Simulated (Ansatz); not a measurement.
Coupled-cluster diagnostics for the cluster Li₅H₆, Ansatz.

Geometry of the doublet (r2SCAN-D4/def2-TZVP):

```tsv
atom	x (Å)	y (Å)	z (Å)
Li1	-0.0684	2.5039	-1.5751
Li2	-1.1278	1.2507	1.0407
Li3	1.1902	0.4113	-0.5224
Li4	-1.6038	-0.1420	-1.1546
Li5	-0.2509	-1.2534	0.8485
H6	-0.0313	-0.9739	-0.9284
H7	-1.3696	1.6536	-0.7533
H8	0.3518	-2.9564	1.8063
H9	0.4334	0.3850	1.2106
H10	1.4670	1.8499	-1.4963
H11	1.0093	-2.7287	1.5240
```

Correlated methods freeze no core orbitals; core or outer-core shells of Li are correlated, in sets that lack core-valence functions. In the doublet, H8 and H11 lie 0.75 Å apart (atoms count from 1), so H2 has formed as a molecule. Another isomer (doublet) lies 0.23 eV lower at PBE0-D4/def2-TZVP; other spin states weren't run for this one.

(1) Estimate the CCSD(T) correlation energy, the shares of MP2 and (T), T1 and the reference's ⟨S²⟩ for: charge 0, doublet, own geometry in def2-TZVPP; and the rough time on 4 threads of Arm Neoverse V2 on a shared host.

Results:

(1) 
```csv
state,basis,correlation (eV),MP2 share (%),(T) share (%),T1,⟨S²⟩ (pure),wall time
"charge 0, doublet, own geometry",def2-TZVPP,-10.317,82.9,0.7,0.008,0.75 (0.75),4.5 min
```
Customary marks for T1 are 0.02 (closed shells), 0.045 (open shells) and about 0.05 (3d metals). T1 stays under 0.02 throughout.
